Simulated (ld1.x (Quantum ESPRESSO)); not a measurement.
# Before and after: TM semilocal potential for copper (Cu)

ld1.x (Quantum ESPRESSO) 7.5 input, shortened:

```
&input
   title='Cu', zed=29., rel=1, dft='PBE', iswitch=3,
   config='[Ar] 3d9 4s0 4p0'
 /
 &inputp
   pseudotype=1, tm=.true., lloc=2,
   nlcc=.false.
 /
3
3S  1  0   2.00   0.00  1.20  1.20  0.0
3P  2  1   6.00   0.00  1.05  1.05  0.0
3D  3  2   9.00   0.00  1.20  1.20  0.0
 &test
   configts(1)='3s2 3p6 3d9 4s0 4p0'
 /
```

Change: wave 3p (bound): rc 1.05 bohr becomes 3p (bound): rc 0.64 bohr.

Cutoffs: the cutoffs (Ry, on a coarse ladder) from which the occupation-weighted sum of valence levels, in a spherical-Bessel basis at the reference potential, stays within 10 and 1 mRy of its value at 400 Ry; they do not see the model core or the augmentation charge, which bear on the density cutoff. Errors are all-electron minus pseudo energies relative to the spin-unpolarised reference configuration.

Q: What does the change do?

A: Of the 7 tests that both files solve, the error grows in 1 and shrinks in 0 by more than 15 % and 0.3 meV (median size 512.6 → 512.3 meV); the range in which the p phases agree widens (upper end 3.1 → at the end of the scan); neither file shows a bound ghost. A semilocal file is local in each channel, so a ghost entry of none says nothing of the separable form that plane-wave codes build from it.

| quantity | base | changed |
| --- | --- | --- |
| cutoff, loose | 180 Ry | 200 Ry |
| cutoff, tight | 300 Ry | over 300 Ry |
| loose cutoff by channel (10 mRy a level) | s 55 Ry, p 80 Ry, d 140 Ry | s 55 Ry, p 140 Ry, d 140 Ry |
| bound ghosts | none | none |
| error for 3s2 3p6 3d10 4s1 4p0, meV [ΔE -29.48 eV] | +903 | +903 |
| error for 3s2 3p6 3d10 4s0 4p0, meV [ΔE -21.33 eV] | -18 | -19 |
| error for 3s2 3p6 3d8 4s0 4p0, meV [ΔE 39.02 eV] | -25 | -26 |
| error for 3s2 3p6 3d9 4s1 4p0, meV [ΔE -17.90 eV] | +1503 | +1503 |
| error for 3s2 3p6 3d9 4s1 4p1, meV [ΔE -22.67 eV] | +1330 | +1316 |
| error for 3s2 3p6 3d10 4s0 4p1, meV [ΔE -25.34 eV] | -4.2 | -13 |
| error for 3s2 3p6 3d10 4s0.5 4p0, meV [ΔE -26.32 eV] | +513 | +512 |
| s: phases at 1.30 bohr within 0.05 rad from the reference energy up to (Ry; the scan ends near 5) | -3.8 | -3.8 |
| p: phases at 1.30 bohr within 0.05 rad from the reference energy up to (Ry; the scan ends near 5) | 3.1 | to the end of the scan |
| d: phases at 1.30 bohr within 0.05 rad from the reference energy up to (Ry; the scan ends near 5) | 2.8 | 2.8 |
